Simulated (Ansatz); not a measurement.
BGeH5Si (`[BH]1[SiH2][GeH2]1`), relaxed with RKS PBE0-D4/def2-TZVP in Ansatz 0.2.0 from a PBE-D4/def2-SVP geometry. The force threshold is 0.005 eV/Å; the program also tests the step.

Charge 0, multiplicity 1.

Start:

```xyz
8

B    -0.972   -0.535    0.124
Si    0.509   -0.478    1.295
Ge   -0.202    0.417   -1.390
H    -2.151   -0.555    0.392
H     0.486   -0.304    2.793
H     1.932   -0.439    0.810
H    -0.919    1.449   -2.311
H     1.318    0.445   -1.712
```

(1) By how much does the energy fall, and how many steps does the optimiser take? (Estimate.)

(2) Which bonds change most? (Best estimate.)

(3) Give the relaxed structure. (An estimate is asked.)

## Answers

(1) Computed: 3.26 kJ/mol, in 8 steps.

(2) Computed: Si2–Ge3 from 2.918 to 2.760 Å; B1–H4 from 1.210 to 1.188 Å; Si2–H6 from 1.504 to 1.483 Å; Si2–H5 from 1.509 to 1.489 Å.

(3) Ansatz gave: 
```xyz
8

B    -0.981   -0.650    0.093
Si    0.489   -0.433    1.231
Ge   -0.173    0.406   -1.314
H    -2.140   -0.619    0.355
H     0.468   -0.114    2.685
H     1.891   -0.494    0.749
H    -0.871    1.522   -2.114
H     1.316    0.381   -1.685
```
